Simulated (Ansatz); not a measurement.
**Energy profile**

The step: SiH₄SO₃ ([OH][Si]([OH])([OH])[SH]) → SiH₂O₃ ([O][Si]([OH])[OH]) + H₂S (still joined by a long Si–S bond); bonds formed: S2–H4; bonds broken: O3–H4; bonds weakened to dative contacts: Si1–S2 (atoms numbered as in the saddle structure below).

| atom | x (Å) | y (Å) | z (Å) |
| --- | --- | --- | --- |
| Si1 | -0.4087 | -0.3630 | -0.0622 |
| S2 | 1.4856 | 0.9362 | 0.7940 |
| O3 | -0.0502 | -1.4546 | 0.9622 |
| H4 | 1.2018 | -0.3489 | 1.3338 |
| O5 | -1.7061 | 0.6142 | 0.0674 |
| O6 | -0.0784 | -0.4747 | -1.6468 |
| H7 | 2.3182 | 0.4312 | -0.1322 |
| H8 | -2.1618 | 0.5767 | 0.9115 |
| H9 | -0.6006 | 0.0832 | -2.2278 |

Electronic energies by CCSD(T) at an estimated basis limit (MP2 extrapolated from triple and quadruple zeta, plus CCSD(T) − MP2 in triple zeta), on PBE0-D4/def2-TZVP structures; SiH$_{4}$SO$_{3}$, singlet; no counterpoise correction. Ansatz 0.2.0; basis: def2-TZVPP and def2-QZVPP; cores frozen in the correlated methods. Extrapolation: Hartree–Fock as exp(−7.88 √X), correlation as X^−2.97.

Problem. Give the profile in eV, counted from the start structure. (An estimate is asked for; the value comes from the calculation.)

Solution. By the calculation:
```tsv
point	eV
start structure	0.000
saddle	2.183
end structure	2.018
separated: SiH$_{2}$O$_{3}$ (linked as [O][Si]([OH])[OH]; Si1, O3, O5, O6, H8, H9; singlet) + H$_{2}$S (S2, H4, H7; singlet)	2.513
```

T1 diagnostic: at most 0.016.

For scale, one of the runs: CCSD(T)/def2-TZVPP, 233 basis functions, launched by `ansatz run in.yaml --threads 4 --pin off --events-out ev --progress --plain --max-ram 9574MiB`. Hardware: 4 CPU threads of an Arm Neoverse V2, shared host. Wall time 2 min; peak host memory 4.1 GiB.
